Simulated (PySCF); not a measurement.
## Two-component Hartree-Fock for Se⁺ (selenium, charge +1)

Start: [Ar] 3d10 4s1 4p3 5s1; 4s1/2 filled at m_j = +1/2; 4p3/2 filled at m_j = -1/2, +1/2, +3/2; 5s1/2 filled at m_j = +1/2. Calculated with PySCF 2.14 in x2c-TZVPall-2c with one added diffuse shell each of s, p, d type (7s8p5d1f, 63 functions): generalised Hartree-Fock with the X2C-1e Hamiltonian and a Gaussian nucleus; one run each with spin-orbit coupling (SO) switched off, then screened by Boettger's factors. This is a chosen level, not necessarily the ground level.

```
spinor shell  electrons  ε, spin-free (eV)  ε, screened SO (eV)  weight of nominal j (screened SO)  rms radius, screened SO (bohr)
       1s1/2          2           -12754.8             -12754.4                              1.000                          0.0508
       2s1/2          2            -1713.4              -1713.3                              1.000                           0.212
       2p1/2          2            -1504.1              -1532.7                              1.000                           0.187
       2p3/2          4            -1504.1              -1490.3                              1.000                           0.190
       3s1/2          2            -267.58              -267.56                              1.000                           0.613
       3p1/2          2            -199.89              -204.21                              0.990                           0.629
       3d3/2          4            -87.576              -88.240                              0.896                           0.695
       3d5/2          6            -87.576              -87.111                              0.930                           0.692
       4s1/2          1            -43.132              -43.122                              1.000                            1.81
       4p3/2          3            -26.774              -26.778                              0.647                            2.12
       5s1/2          1             -9.152               -9.151                              1.000                            4.60
```

Q: Where does 3p3/2 lie, and what is the 3p spin-orbit splitting (screened SO)?

A: At -197.80 eV, 6.411 eV above 3p1/2.

```
   quantity    spin-free  screened SO
E (hartree)  -2427.02952  -2427.14547
        M_J          5/2          5/2
       ⟨J²⟩        8.752        8.752
       ⟨L²⟩        0.000        0.007
       ⟨S²⟩        8.752        8.743
```

Each row is a mean over spinors that exchange with the open shell spreads, by up to 1.642 eV (3s1/2).

Rows whose weight is well below 1 are mixtures of j = l ± 1/2: exchange outweighs spin-orbit coupling there, and the label is only the starting occupation.

Without spin-orbit coupling the j labels of p, d and f shells carry no meaning; the spin-free column gives the mean over the occupied spinors of each nl shell.
